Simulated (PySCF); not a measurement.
**Correlation energy of V³⁺ (vanadium, charge +3)**

[Ar] 3d2, high-spin 3F determinant. All numbers are calculated (PySCF 2.14, no relativity, point nucleus, in aug-cc-pVTZ (8s7p5d3f2g, 93 functions)). Frozen: [Ar]; 2 electrons correlated.

With two correlated electrons CCSD is exact within the correlated space (frozen core and kept virtual orbitals).

```csv
level,correlation energy (mhartree)
CCSD,-5.24
```

Diagnostics: T1 = 0.00092, D1 = 0.0013, largest double amplitude 0.013.

Q: Is a single reference adequate?

A: Yes: T1 lies below 0.03 and no double amplitude reaches 0.07.
